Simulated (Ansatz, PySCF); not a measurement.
Noncovalent pair: C2H4 (SMILES C=C) (first 6 atoms) with CH5N (SMILES CN); geometry from B3LYP-D3(BJ)/def2-TZVP, rigid monomers moved along the line of their centres of mass till H5···N8 is 3.47 Å.
(charge 0, multiplicity 1):
```xyz
13

C     -0.64297     0.26062     0.06777
C      0.54211    -0.19982     0.44388
H     -0.91349     0.36676    -0.97638
H     -1.39485     0.55140     0.79203
H      0.81222    -0.30577     1.48927
H      1.28680    -0.48808    -0.28980
C     -0.59141     0.32705     4.94572
N      0.76223    -0.22827     4.96115
H     -1.25620    -0.36634     4.42848
H     -0.58905     1.25857     4.37787
H     -1.01980     0.53365     5.93533
H      0.78712    -1.10385     5.46960
H      1.40543     0.40247     5.42405
```

Counterpoise-corrected where a basis set is named; no monomer relaxation.

Cores are frozen in the correlated methods.

Codes used: Ansatz (an electronic-structure program); PySCF for the dispersion terms. Each number belongs to the level named beside it.

PBE/def2-TZVPPD gives -0.68 kcal/mol for the interaction energy.

**Question.** Where do these levels fall relative to PBE: PBE-D3(BJ)/def2-TZVPPD, r2SCAN/def2-TZVPPD, B3LYP/def2-TZVPPD, wB97M-V/def2-TZVPPD, MP2/aug-cc-pVDZ, CCSD(T)/aug-cc-pVDZ.

**Answer.** PBE-D3(BJ)/def2-TZVPPD -0.42; r2SCAN/def2-TZVPPD 0.09; B3LYP/def2-TZVPPD 0.36; wB97M-V/def2-TZVPPD -0.21; MP2/aug-cc-pVDZ -0.21; CCSD(T)/aug-cc-pVDZ -0.20 kcal/mol. 2 of 6 lie above PBE; the widest gap is to PBE-D3(BJ)/def2-TZVPPD.
